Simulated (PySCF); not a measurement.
Input for PySCF: R-BP86/6-31G* on H2Se (SMILES [SeH2]).

```python
from pyscf import gto, scf, dft, mp
from pyscf.data.elements import chemcore

mol = gto.M(
    atom='''
    Se    0.26846055    0.11936317    3.46380604
    H    -0.04461748   -0.36959397    4.81712490
    H     0.97766581   -1.12343440    3.13233239
    ''',
    basis='6-31g*',
    cart=True,
    charge=0, spin=0, verbose=3, max_memory=1800)
mf = dft.RKS(mol, xc='b88,p86')
mf.conv_tol = 1e-8
mf.max_cycle = 100
mf.kernel()
if not mf.converged:
    mf = mf.newton().run(mf.mo_coeff, mf.mo_occ)
```

Program output:

```
converged SCF energy = -2402.73036689064
```

The run converged.

Cost: roughly 1.1 core-seconds.
